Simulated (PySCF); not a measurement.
# Towards the basis-set limit for CuF⁺

State: ²Σ⁺, doublet, unpaired electrons σ ↑. De refers to Cu⁺ (3d10) + F. ROHF-based CCSD(T) in PySCF 2.14 with Cu aug-cc-pVDZ-PP with ECP10, F aug-cc-pVDZ and Cu aug-cc-pVTZ-PP with ECP10, F aug-cc-pVTZ (frozen core orbitals: 5; scalar-relativistic core potentials). Correlation energies are extrapolated as n⁻³ (n = 2, 3), Hartree–Fock as (n+1)·exp(−9√n).

| Level | Re (Å) | ωe (cm⁻¹) | ωexe (cm⁻¹) | αe (cm⁻¹) | De (eV) |
| --- | --- | --- | --- | --- | --- |
| CCSD(T)/DZ | 1.6805 | 756.1 | n/a | 0.00308 | 1.254 |
| CCSD(T)/TZ | 1.6689 | 773.1 | n/a | 0.00306 | 1.394 |
| HF/CBS | 1.6782 | 818.9 | 3.28 | 0.00248 | 1.184 |
| MP2/CBS | 1.6548 | 805.3 | 3.47 | 0.00268 | 0.626 |
| CCSD/CBS | 1.6620 | 797.4 | 3.97 | 0.00284 | 1.380 |
| CCSD(T)/CBS | 1.6663 | 777.0 | n/a | 0.00305 | 1.434 |

Problem. How much is left between CCSD(T)/TZ and the basis-set limit, and how much do the triples give at the limit?

Solution. CCSD(T)/CBS less CCSD(T)/TZ: -2.6 mÅ in Re, +3.9 cm⁻¹ in ωe and +0.040 eV in De. CCSD(T)/CBS less CCSD/CBS: +4.3 mÅ in Re, -20.4 cm⁻¹ in ωe and +0.054 eV in De.

The T1 diagnostic is 0.051, large enough to doubt a single reference. The state was picked by a PBE0 search and need not be the measured ground state. Spin–orbit coupling, excitations beyond (T) and corrections to the Born–Oppenheimer picture are left out.

The whole job (state search and all basis sets along the bond) took about 38 min on 4 threads of Arm Neoverse N1 (shared host), peak memory 15 GiB.
